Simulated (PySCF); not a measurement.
GeH6OSi, SMILES [SiH3][O][GeH3].

Coordinates come from a B3LYP-D3(BJ)/def2-SVP optimisation. This is a generated structure with no PubChem entry under its InChIKey; it may be hypothetical.

Two levels are set side by side: TDDFT-PBE/def2-SVPD (PySCF) and TDDFT-PBE0/def2-SVPD (PySCF). Vertical, same geometry. The lowest singlet is HOMO→LUMO 99 % with PBE and HOMO→LUMO 98 % with the other functional; states are paired by order. Differences are taken from unrounded values.

| quantity | TDDFT-PBE0 |
|---|---|
| lowest singlet excitation (eV) | 6.60 |
| lowest triplet excitation (TDA) (eV) | 6.24 |

Problem. What does TDDFT-PBE give, and how far is it from TDDFT-PBE0? (The exact figures need the calculation; the answer reports its results.)

Solution. 
| quantity | TDDFT-PBE | TDDFT-PBE minus TDDFT-PBE0 |
|---|---|---|
| lowest singlet excitation (eV) | 5.86 | -0.74 |
| lowest triplet excitation (TDA) (eV) | 5.58 | -0.66 |

A lower first singlet is the usual sign of a functional without exact exchange. Differences between two approximate levels are no errors against the true value.

Rough cost on one machine, each run with all the roots and properties that it gave: TDDFT-PBE0 against TDDFT-PBE about 4 times.
